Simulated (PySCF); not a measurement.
# What a mistake does to a calculation on AlBH2NO cation

These are calculations, not measurements. The program is PySCF 2.14.0, an open-source quantum chemistry code, run on an isolated molecule that a program drew, which may never have been made. The molecule is AlBH2NO cation (charge +1, singlet), drawn as the SMILES string `OB=[N][AlH+]`.

Each row is a Hartree-Fock (HF) and frozen-core CCSD(T) single point in the cc-pV(D+d)Z basis, meant for a local HF minimum. Run 1 is clean. Each other run has one planted mistake out of seven kinds, and not every kind appears here: one electron removed, one electron added, multiplicity raised by two, geometry at a saddle point, minimal basis STO-3G, one bond length entered in bohr, all coordinates scaled. The reference is restricted for singlets and unrestricted otherwise, and also for a bond in bohr. Adding or removing an electron swaps singlet and doublet. Electrons count all cores. HOMO and LUMO are orbital energies over both spins, the gradient is its largest component, and the lowest frequency (negative if imaginary) is given only where the gradient is small. Bond lengths are over the 5 bonds as drawn. T1 is the CCSD diagnostic: over 0.02 (restricted) or 0.045 (unrestricted) a single reference is doubtful.

Geometry of the clean run:
```xyz
6
AlBH2NO cation, angstrom
O     1.0807    0.2138    1.1209
B     0.7400    1.3277    0.5780
N     0.3439    2.4155    0.0221
Al   -0.2573    3.7794   -0.7190
H     1.9318    0.0784    1.5218
H    -0.8010    5.0449   -1.4007
```

```
run,electrons,basis functions,<S^2>,HOMO (eV),LUMO (eV),gradient (hartree/bohr),lowest frequency (cm^-1),mean bond (Å),longest bond (Å),T1,HF (hartree),CCSD(T) (hartree),mistake
1,34,75,0.000,-16.73,-3.47,2.7e-05,115,1.3443,1.665,0.0161,-396.94167,-397.42783,no fault
2,33,75,0.760,-24.82,-13.04,1.3e-01,-,1.3443,1.665,0.0283,-396.40567,-396.84977,one electron removed
3,34,75,0.000,-15.79,-3.97,7.2e-02,-,1.4747,1.826,0.0206,-396.87958,-397.38890,all coordinates scaled
4,34,75,0.890,-16.34,-5.70,1.0e-02,-,1.6177,2.904,0.0490,-396.84929,-397.31854,one bond length entered in bohr
5,34,26,0.000,-13.71,1.60,7.1e-02,-,1.3443,1.665,0.0213,-392.06513,-392.27163,minimal basis STO-3G
6,34,75,2.019,-10.33,-7.03,1.1e-01,-,1.3443,1.665,0.0554,-396.76315,-397.21986,?
```

**Which mistake was planted in run 6, and what did it cost?**

Electrons, basis and geometry are unchanged, and <S^2> is 2.019, beside S(S+1) = 2.00 for a multiplicity of 3. So the mistake is: multiplicity raised by two. Subtracting run 1 and multiplying by 627.51 kcal/mol a hartree, the energy moved by 112.0 kcal/mol in HF and 130.5 kcal/mol in CCSD(T).

Cautions from the logs. Run 3: T1 is over the limit, so its CCSD(T) energy is less reliable; run 4: T1 is over the limit, so its CCSD(T) energy is less reliable; run 5: T1 is over the limit, so its CCSD(T) energy is less reliable; run 6: T1 is over the limit, so its CCSD(T) energy is less reliable.
